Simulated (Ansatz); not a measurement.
Total energies of C6H14F2Si, SMILES `CC(C)(C)C[Si](C)(F)F`.

```xyz
23

C    -1.5954    0.0407    1.8003
C    -1.0342    0.0274    0.3792
C    -1.4970    1.2880   -0.3469
C    -1.5615   -1.2062   -0.3492
C     0.5026   -0.0120    0.4698
Si    1.5703   -0.0517   -1.0466
C     3.3752   -0.0790   -0.6573
F     1.2348   -1.3285   -1.9466
F     1.2807    1.2096   -1.9837
H    -1.2430    0.9153    2.3544
H    -1.2908   -0.8530    2.3521
H    -2.6886    0.0703    1.7859
H    -1.1563    1.3084   -1.3838
H    -1.1184    2.1880    0.1460
H    -2.5889    1.3436   -0.3503
H    -1.2269   -2.1256    0.1395
H    -1.2254   -1.2403   -1.3874
H    -2.6548   -1.2069   -0.3498
H     0.8040   -0.8883    1.0611
H     0.8494    0.8545    1.0504
H     3.6675    0.8086   -0.0913
H     3.6353   -0.9606   -0.0669
H     3.9614   -0.1024   -1.5790
```

Charge 0, multiplicity 1. The geometry is a stationary point of PBE0-D4/def2-TZVP. It is one conformer, not always the lowest. Basis def2-TZVPP, the Gaussian-basis code of Ansatz.

RPA on PBE orbitals: Hartree–Fock energy of these orbitals -723.44106 Eh, correlation -2.72626 Eh (frozen core).

```csv
functional,energy without D4 (Eh),D4 term (kJ/mol)
LDA (SPW92),-721.93295,–
PBE,-725.92445,-58.6
r2SCAN,-726.35999,-16.1
PBE0,-726.00447,-50.1
B3LYP,-726.64355,-92.7
r2SCANh,-726.34124,-16.9
r2SCAN0,-726.31499,-18.5
HSE06 (plane-wave form),-725.97451,-46.5
CAM-B3LYP,-726.43785,-50.6
LC-ωPBE,-726.27595,–
ωB97X-V,-726.44235,–
ωB97M-V,-726.41298,–
B2PLYP,-726.16027,–
PBE-QIDH,-725.87748,–
```

**Question.** Give the same for revPBE, BLYP, B97M-V, BHLYP. (Estimate.)

**Answer.** Ansatz gave: 
```json
{"functional": "revPBE", "energy without D4 (Eh)": "-726.38796", "D4 term (kJ/mol)": "-179.4"}
{"functional": "BLYP", "energy without D4 (Eh)": "-726.43624", "D4 term (kJ/mol)": "-126.7"}
{"functional": "B97M-V", "energy without D4 (Eh)": "-726.48381", "D4 term (kJ/mol)": "–"}
{"functional": "BHLYP", "energy without D4 (Eh)": "-726.39077", "D4 term (kJ/mol)": "-67.4"}
```

B3LYP takes the VWN-RPA correlation (the form of Gaussian; ORCA's B3LYP/G). HSE06 is the plane-wave form, built on full-range PBE exchange. The double hybrids freeze the cores in their second-order part.

LC-ωPBE has ω = 0.4 bohr⁻¹.
